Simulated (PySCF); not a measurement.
A mixed set of molecules. Theory: PySCF 2.14.0, density-fitted response routines, TDDFT B3LYP/def2-SVPD, vertical, gas phase, core orbitals frozen in the response. Geometries: GFN2-xTB; one conformer of each isolated species. Triplets are in the Tamm–Dancoff approximation.

Task: Rank by computed S1–T1 gap, highest first.
A. `FCCCO[Si](F)(F)F`
B. `C#C[Si@]([SiH3])(Cl)O[SiH3]`
C. `Cl[SiH2][Si@@H]1C=C[SiH2]O1`
D. `C#C[Si@H]([SiH3])O[SiH2]Cl`
E. `C=COC=C`
F. `CSC[C@H](C)CF`
G. `C1=COCC1`

Result: E (1.88 eV), G (1.43 eV), C (1.24 eV), B (0.88 eV), D (0.64 eV), F (0.35 eV), A (0.22 eV).

```tsv
SMILES	S1−T1 (eV)	S1 (eV)	T1 (eV)	S1 mainly	T1 mainly	f(S1)
C=COC=C	1.88	5.96	4.08	H→L (95%)	H→L (86%)	0.520
C1=COCC1	1.43	5.49	4.06	H→L (98%)	H→L+1 (94%)	0.007
Cl[SiH2][Si@@H]1C=C[SiH2]O1	1.24	5.49	4.24	H→L (70%)	H→L (36%)	0.029
C#C[Si@]([SiH3])(Cl)O[SiH3]	0.88	5.82	4.94	H→L (43%)	H-1→L (18%)	0.003
C#C[Si@H]([SiH3])O[SiH2]Cl	0.64	5.58	4.94	H→L (89%)	H-1→L (47%)	0.008
CSC[C@H](C)CF	0.35	5.33	4.97	H→L (91%)	H→L (79%)	0.000
FCCCO[Si](F)(F)F	0.22	7.96	7.75	H→L (90%)	H→L (85%)	0.001
```

H and L stand for HOMO and LUMO. For `C1=COCC1`, `C#C[Si@]([SiH3])(Cl)O[SiH3]` and `C#C[Si@H]([SiH3])O[SiH2]Cl` the leading configurations of S1 and T1 differ. Singlets come from full response and triplets from the Tamm–Dancoff approximation.
